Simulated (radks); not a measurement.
All-electron atom: Hf III in [Xe] 4f14 5d2. Calculated with a radial shooting solver on a logarithmic mesh with Libxc functionals: Dirac Kohn-Sham, SOGGA, spin-unpolarised, spherical densities, point nucleus; open shells fill j = l - 1/2 first.

Normalised radial functions P(r) = r R(r) (large component), r in bohr:

```
   r/bohr * 4d5/2, o 5s1/2, + 4f7/2 (the largest magnitude, 1.48, reaches the edge; | marks zero, & curves that meet)
 0.001677                             & o
 0.002625                             & o
 0.004076                             &  o
 0.006328                             &  o
 0.009826                             &  o
  0.01526                             & o
  0.02388                             &*
  0.03708                         o   +  *
  0.05757                        o    |+      *
  0.08939                             o +           *
   0.1388                             |     +o       *
   0.2155                             |  &         +
   0.3373         *         o         |                   +
   0.5238  *                       o  |                     +
   0.8132               *             |               +o
    1.263                          *  |       +         o
    1.961                             *  +  o
    3.069                             *&
    4.765                             &
    7.398                             &
```

4d5/2: eigenvalue -216.48 eV, 1 radial node at r = 0.229 bohr, <r> = 0.540 bohr, 90 % of the charge inside 0.812 bohr. 5s1/2: eigenvalue -81.589 eV, 4 radial nodes at r = 0.0227, 0.0905, 0.236, 0.555 bohr, <r> = 1.14 bohr, 90 % of the charge inside 1.64 bohr. 4f7/2: eigenvalue -30.720 eV, 0 radial nodes, <r> = 0.683 bohr, 90 % of the charge inside 1.16 bohr.
